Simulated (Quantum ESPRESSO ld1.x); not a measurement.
The numbers below are computed, except where a source is named.
One sound ld1.x (Quantum ESPRESSO 7.5) input for neutral gadolinium gives E = -11271.944 hartree in 36 iterations:

```
 &input
    zed=64.0,
    iswitch=1,
    rel=1,
    dft='BLYP',
    config='[Xe] 4f7 5d1 6s2',
    prefix='ld1',
    max_out_wfc=37,
    file_charge='ld1.rho',
 /
```

Changed or added lines, one case at a time, and what came of them:

- config='[Xe] 4f7 5d1 6s2 6s2': refused. The program stops in el_config with "wavefunction 6S found too many times": a shell may stand twice only as spin up and down (lsd = 1) or as its two j (rel = 2, l > 0), within their capacities.
- rmax=1000.0: harmless. The energy moves by less than 1e-5 hartree against the default mesh (-11271.944 hartree).
- config='[Xe] 4f7 5d1 6s2 1p1': refused. The program stops in el_config with "main/angular quantum number mismatch": l must be smaller than n.
- config='[Xe] 4f7 5d1 6s2 7d-1': harmless. A negative occupation marks a state as unused; the result equals that of the sound run.
- iswitch=7: refused. The program stops in ld1_readin with "wrong iswitch": iswitch takes 1 to 4.
- noscf=.true.: ran as typed. With noscf the program prints the levels of a bare nucleus, with no screening and no total energy; they are not those of the atom.
- config='[Xe] 4f7 5d1 6s2 5g1': refused. The program stops in el_config with "l not found:G": the config string knows s, p, d and f alone.
